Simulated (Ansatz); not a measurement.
**Two structures, one formula**

Two relaxed structures of BHS₂O, closed shell (PBE0-D4/def2-TZVP; forces vanish, vibrations not checked).

A:

S1  (-0.187, 1.207, -0.994)
B2  (0.244, -0.222, -0.043)
O3  (1.162, -1.193, -0.070)
S4  (0.006, -1.335, 1.317)
H5  (-1.224, 1.543, -0.210)
(Å)

B:

```
5
angstrom
S -0.4849 0.6151 -0.5646
B 0.5551 -0.6876 0.0728
O 1.6367 -1.4274 -0.1685
S -0.7061 -0.4693 1.3016
H 2.0769 -1.2305 -0.9999
```

Computed with Ansatz 0.2.0 (basis: def2-TZVPP); correlated methods freeze the cores. B3LYP uses VWN-RPA correlation.

Q: Which structure is lower at CCSD(T), and by how much? (Judge from chemistry; the value comes from the calculation.)

A: The calculation gives: B, by 1.331 eV (electronic energy, against the other). By their contacts, A is BHS₂O ([SH][B]1[O][S]1) and B is BHS₂O ([OH][B]1[S][S]1).

All methods give the same order:

```tsv
method	E(B) − E(A) (eV)
PBE-D4	-1.324
r2SCAN-D4	-1.373
PBE0-D4	-1.432
B3LYP-D4	-1.337
wB97M-V	-1.355
HF	-1.481
MP2	-1.407
CCSD	-1.357
CCSD(T)	-1.331
```

No T1 diagnostic of these runs exceeds 0.017.

Labels in which every atom is bracketed show which atoms are joined, not bond orders.

For scale, one of the runs: CCSD(T)/def2-TZVPP, 160 basis functions, launched by `ansatz run in.yaml --threads 2 --pin off --events-out ev --progress --plain --max-ram 4352MiB`. Hardware: 2 CPU threads of an Arm Neoverse V2, shared host. Wall time 24 s; peak host memory 1.1 GiB.
